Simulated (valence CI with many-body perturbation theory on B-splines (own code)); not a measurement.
## Mn IV: electric-dipole lines

Method: valence CI with perturbative core correlation (CI+MBPT): four valence electrons over a frozen Dirac-Fock core [Ar], radial functions for each j: 7 s, 7 p, 8 d, 6 f, 4 g, 1 h, with the one-electron correlation potential Σ1 (screened to all orders), the two-electron term Σ2, the three-electron term Σ3, Breit, model QED; selected single and double excitations, second order for the rest, scaled by the run's own slope (own B-spline code, finite nucleus).

Set against measurement, 66 paired levels are off by 3123 cm⁻¹ on average, the worst by 5064. These come from a selection out of Corliss and Sugar, J. Phys. Chem. Ref. Data 6, 1253 (1977). Levels without a partner in it may be off by more, other configurations by 1,000 to 8,000 cm⁻¹. Among the levels kept, up to 290 cm⁻¹ of a level comes from second order outside the variational space, and about a tenth of that is noise between levels of different J, which matters for small intervals.

Lines 101 to 150 of 581 in falling wavelength, among levels below 254760 cm⁻¹, chosen from the strongest by gf and those to the six lowest levels. Wavelengths and rates use the calculated energies, so an error of 3000 cm⁻¹ moves a line at 1715 Å by 5.1 % and its rate by three times that or more. Electric multipoles are in the length gauge, E1 and E2 with the static RPA response of the core. Weak lines are less certain than strong ones. Lines between different terms over intervals too small for the method are left out, as are lines whose strength nearly cancels. Where a level lies close to another of its J and parity, the split of strength between their lines is uncertain.

Names give the largest LS component (configuration and term), which can be under half, so a name can repeat, a term be missing and a line seem to break the LS rules; names also repeat where a configuration has a term twice. Letters in brackets count levels of one name in rising energy.

| λ vac (Å) | λ from measured levels | Upper | Lower | A (s⁻¹) | S (a.u.) |
| --- | --- | --- | --- | --- | --- |
| 1737 |  | 3d³4p ³D°_2 [c] | 3d³4s ³D_1 [a] | 2.09e+08 | 2.70e+00 |
| 1735 |  | 3d³4p ³P°_2 [a] | 3d³4s ⁵P_2 | 1.41e+08 | 1.82e+00 |
| 1735 |  | 3d³4p ³F°_4 [d] | 3d³4s ³D_3 [a] | 5.50e+08 | 1.27e+01 |
| 1734 |  | 3d³4p ³G°_5 [b] | 3d³4s ³G_4 | 9.89e+07 | 2.80e+00 |
| 1733 |  | 3d³4p ³P°_1 [a] | 3d³4s ⁵P_1 | 1.90e+08 | 1.47e+00 |
| 1727 |  | 3d³4p ³I°_6 | 3d³4s ³H_5 | 6.06e+08 | 2.00e+01 |
| 1727 |  | 3d³4p ³D°_3 [b] | 3d³4s ³P_2 [a] | 8.92e+07 | 1.59e+00 |
| 1723 |  | 3d³4p ³F°_4 [b] | 3d³4s ³G_5 | 2.51e+08 | 5.70e+00 |
| 1723 |  | 3d³4p ³D°_2 [b] | 3d³4s ³P_1 [a] | 1.74e+08 | 2.19e+00 |
| 1719 |  | 3d³4p ³F°_2 [c] | 3d³4s ³P_1 [b] | 1.46e+08 | 1.83e+00 |
| 1716 |  | 3d³4p ³S°_1 [a] | 3d³4s ³P_1 [b] | 2.65e+08 | 1.98e+00 |
| 1716 |  | 3d³4p ³S°_1 [a] | 3d³4s ³P_2 [b] | 1.15e+08 | 8.60e-01 |
| 1715 | 1699 | 3d³4p ⁵D°_2 [a] | 3d³4s ⁵F_3 | 4.17e+08 | 5.19e+00 |
| 1715 |  | 3d³4p ³D°_1 [a] | 3d³4s ⁵F_2 | 2.77e+08 | 2.06e+00 |
| 1715 |  | 3d³4p ³F°_4 [b] | 3d³4s ³G_4 | 5.89e+07 | 1.32e+00 |
| 1715 | 1699 | 3d³4p ⁵D°_3 [a] | 3d³4s ⁵F_4 | 5.34e+08 | 9.31e+00 |
| 1715 |  | 3d³4p ³D°_3 [c] | 3d³4s ³P_2 [b] | 1.08e+08 | 1.88e+00 |
| 1714 | 1698 | 3d³4p ⁵D°_4 [a] | 3d³4s ⁵F_5 | 6.25e+08 | 1.40e+01 |
| 1713 |  | 3d³4p ³I°_7 | 3d³4s ³H_6 | 6.33e+08 | 2.36e+01 |
| 1710 |  | 3d³4p ⁵D°_3 [b] | 3d³4s ⁵P_3 | 1.57e+08 | 2.71e+00 |
| 1709 |  | 3d³4p ³D°_1 [c] | 3d³4s ³P_0 [b] | 2.08e+08 | 1.54e+00 |
| 1706 |  | 3d³4p ⁵D°_0 [b] | 3d³4s ⁵P_1 | 3.49e+08 | 8.56e-01 |
| 1706 |  | 3d³4p ⁵D°_2 [c] | 3d³4s ⁵P_2 | 2.12e+08 | 2.59e+00 |
| 1705 |  | 3d³4p ³D°_2 [c] | 3d³4s ³P_1 [b] | 1.28e+08 | 1.56e+00 |
| 1704 |  | 3d³4p ³F°_3 [b] | 3d³4s ³G_4 | 3.82e+08 | 6.54e+00 |
| 1704 |  | 3d³4p ³G°_3 [d] | 3d³4s ³F_2 [b] | 5.73e+08 | 9.79e+00 |
| 1701 |  | 3d³4p ⁵D°_1 [b] | 3d³4s ⁵P_1 | 2.83e+08 | 2.06e+00 |
| 1701 |  | 3d³4p ¹G°_4 [b] | 3d³4s ¹F_3 | 5.26e+08 | 1.15e+01 |
| 1700 |  | 3d³4p ⁵D°_2 [c] | 3d³4s ⁵P_1 | 2.50e+08 | 3.04e+00 |
| 1699 |  | 3d³4p ³F°_2 [b] | 3d³4s ³G_3 | 5.10e+08 | 6.17e+00 |
| 1699 |  | 3d³4p ³F°_3 [b] | 3d³4s ³G_3 | 1.43e+08 | 2.41e+00 |
| 1699 |  | 3d³4p ³D°_3 [c] | 3d³4s ³P_2 [a] | 3.45e+08 | 5.85e+00 |
| 1699 |  | 3d³4p ⁵D°_3 [b] | 3d³4s ⁵P_2 | 4.67e+08 | 7.91e+00 |
| 1693 |  | 3d³4p ³G°_4 [d] | 3d³4s ³F_3 [b] | 6.01e+08 | 1.29e+01 |
| 1692 | 1699 | 3d³4p ⁵D°_1 [a] | 3d³4s ⁵F_2 | 1.85e+08 | 1.33e+00 |
| 1692 |  | 3d³4p ¹F°_3 [d] | 3d³4s ¹D_2 [b] | 6.12e+08 | 1.02e+01 |
| 1691 |  | 3d³4p ⁵D°_0 [a] | 3d³4s ⁵F_1 | 6.66e+08 | 1.59e+00 |
| 1691 |  | 3d³4p ³F°_4 [c] | 3d³4s ³G_5 | 2.33e+08 | 5.01e+00 |
| 1690 |  | 3d³4p ⁵D°_4 [b] | 3d³4s ⁵P_3 | 6.41e+08 | 1.37e+01 |
| 1689 |  | 3d³4p ³F°_2 [e] | 3d³4s ³D_1 [b] | 5.23e+08 | 6.22e+00 |
| 1688 |  | 3d³4p ³D°_2 [d] | 3d³4s ³D_2 [a] | 3.33e+08 | 3.95e+00 |
| 1686 |  | 3d³4p ⁵D°_1 [a] | 3d³4s ⁵F_1 | 4.46e+08 | 3.16e+00 |
| 1686 |  | 3d³4p ³D°_1 [d] | 3d³4s ³D_1 [a] | 4.29e+08 | 3.04e+00 |
| 1684 |  | 3d³4p ³F°_3 [e] | 3d³4s ³D_2 [b] | 6.00e+08 | 9.91e+00 |
| 1682 | 1667 | 3d³4p ⁵D°_2 [b] | 3d³4s ⁵F_2 | 4.57e+08 | 5.36e+00 |
| 1681 |  | 3d³4p ³F°_3 [c] | 3d³4s ³P_2 [a] | 1.32e+08 | 2.17e+00 |
| 1681 |  | 3d³4p ¹F°_3 [c] | 3d³4s ¹F_3 | 6.22e+08 | 1.02e+01 |
| 1681 | 1667 | 3d³4p ⁵F°_5 | 3d³4s ⁵F_5 | 5.52e+08 | 1.42e+01 |
| 1680 |  | 3d³4p ³G°_5 [d] | 3d³4s ³F_4 [b] | 6.28e+08 | 1.62e+01 |
| 1679 | 1665 | 3d³4p ⁵F°_3 | 3d³4s ⁵F_3 | 4.80e+08 | 7.84e+00 |
